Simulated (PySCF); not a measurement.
Compound: ethoxydichloroborane, C₂H₅BCl₂O.
Numbering: `[CH3:1][CH2:2][O:3][B:4]([Cl:5])[Cl:6]` (hydrogens: H7, H8, H9 on C1; H10, H11 on C2)

Theory: PySCF, PBE0-D3(BJ)/def2-SVP geometry optimisation, gas phase.

(1) What internal coordinates does the optimisation give?

Answers

(1) 
```tsv
bond	length (Å)
C1–C2	1.511
C2–O3	1.421
O3–B4	1.330
B4–Cl5	1.768
B4–Cl6	1.756
C1–H7, C1–H8, C1–H9	1.100
C2–H10, C2–H11	1.101
```

Bonds in one row agree within 0.01 Å and their mean is given. A selection of angles:
```tsv
angle	degrees
C2–C1–H7	110.8
C2–C1–H9	110.0
H7–C1–H8	108.6
H7–C1–H9	108.4
C1–C2–O3	111.2
C1–C2–H10	110.8
O3–C2–H10	109.6
O3–C2–H11	106.0
H10–C2–H11	108.1
C2–O3–B4	125.5
O3–B4–Cl5	122.3
O3–B4–Cl6	118.6
Cl5–B4–Cl6	119.1
```

Torsions: C1–C2–O3–B4 88° (synclinal); C2–O3–B4–Cl5 1° (synperiplanar). The mirror-image conformer, all signs reversed, is as good.

Of the pairs four or more bonds apart, Cl5···H10 is among the closest relative to their van der Waals radii: 2.72 Å, 92 % of the sum of Bondi's values. O3 (boron-bound oxygen) is bent (angle 125.5°). B4 (three-coordinate boron) is planar (angles 122.3°, 119.1° and 118.6°, sum 360.0°, 0.00 Å off the plane of its three neighbours).

Point group: C1 (no symmetry element, even within 0.4 Å). Whether it is a minimum is left open (no frequencies). The numbers are those of one conformer.
